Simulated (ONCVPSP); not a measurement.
**chromium (Cr): one change to an ONCV potential, before and after**

- Element: chromium
- Generator: ONCVPSP 4.0.1
- Type: optimised norm-conserving Vanderbilt (ONCV)
- Functional: LDA (Perdew-Wang 92)
- Relativity: fully relativistic
- Frozen core: [Ne]
- Valence charge: 14
- Reference configuration: 3s2 3p6 3d5 4s0.5 4p0.5
- Partial waves: 3s+4s: rc 1.40 bohr, ncon 3, nbas 7, qcut 8.2 1/bohr, 2 projectors; 3p+4p: rc 1.90 bohr, ncon 4, nbas 8, qcut 7.7 1/bohr, 2 projectors; 3d: rc 1.40 bohr, ncon 4, nbas 8, qcut 11 1/bohr, 3 projectors, debl 3.4 Ha
- Local potential: polynomial inside 1.00 bohr (lpopt 5, dvloc0 0 Ha)
- Core correction: none

Open shells are filled in proportion to 2j + 1.

Change: d: ncon 5, nbas 9.

Cutoffs: the cutoffs (Ha) at which the residual kinetic energy of the hardest occupied pseudo-wave falls to 1 and 0.1 mHa per electron; they do not see the model core or the augmentation charge, which bear on the density cutoff. Errors are all-electron minus pseudo energies relative to the spin-unpolarised reference configuration.

**Question.** How do hardness, ghosts and transferability respond?

**Answer.** The potential gets neither clearly harder nor softer (46 Ha and 52 Ha → 49 Ha and 56 Ha); of the 4 tests that both files solve, the error grows in 0 and shrinks in 2 by more than 15 % and 0.3 meV (median size 1.0 → 0.7 meV); neither file shows a bound ghost.

| quantity | base | changed |
| --- | --- | --- |
| cutoff, loose | 46 Ha | 49 Ha |
| cutoff, tight | 52 Ha | 56 Ha |
| loose cutoff by channel | s 23 Ha, p 21 Ha, d 46 Ha | s 23 Ha, p 21 Ha, d 49 Ha |
| bound ghosts | none | none |
| GHOST(+) flags under 300 eV | none | none |
| error for 3s2 3p6 3d5 4s1 4p0, meV [ΔE -1.57 eV] | -0.1 | -0.1 |
| error for 3s2 3p6 3d5 4s0 4p0, meV [ΔE 5.56 eV] | +1.1 | +1.0 |
| error for 3s2 3p6 3d4 4s0 4p0, meV [ΔE 21.90 eV] | +0.9 | +0.3 |
| error for 3s2 3p6 3d4 4s1 4p1, meV [ΔE 2.04 eV] | +5.7 | +4.4 |
| s: phases at 1.42 bohr within 0.05 rad from the reference energy up to (Ha; the scan ends near 5) | to the end of the scan | to the end of the scan |
| p3/2: phases at 1.93 bohr within 0.05 rad from the reference energy up to (Ha; the scan ends near 5) | to the end of the scan | to the end of the scan |
| p1/2: phases at 1.93 bohr within 0.05 rad from the reference energy up to (Ha; the scan ends near 5) | to the end of the scan | to the end of the scan |
| d5/2: phases at 1.42 bohr within 0.05 rad from the reference energy up to (Ha; the scan ends near 5) | to the end of the scan | to the end of the scan |
| d3/2: phases at 1.42 bohr within 0.05 rad from the reference energy up to (Ha; the scan ends near 5) | to the end of the scan | to the end of the scan |
